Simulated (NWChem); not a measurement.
AlH$_{2}$SF; SMILES [SH][AlH][F]

Computed with NWChem. Each level has its own optimisation; frequencies are unscaled. One conformer.

```
level               r Al–F (Å)  r Al–H (Å)  r Al–S (Å)  r H–S (Å)  highest harmonic frequency (cm⁻¹)  lowest (cm⁻¹)  zero-point energy (kcal/mol)  dipole (D)
------------------  ----------  ----------  ----------  ---------  ---------------------------------  -------------  ----------------------------  ----------
Hartree-Fock/3-21G       1.651       1.575       2.252      1.351                               2643            207                          12.2        3.03
B3LYP/3-21G              1.673       1.584       2.252      1.375                               2468            198                          11.6        2.41
PBE/def2-SVP             1.678       1.585       2.188      1.364                               2613            184                          11.5        1.97
PBE0/def2-SVP            1.663       1.573       2.173      1.353                               2707            190                          11.9        2.11
```
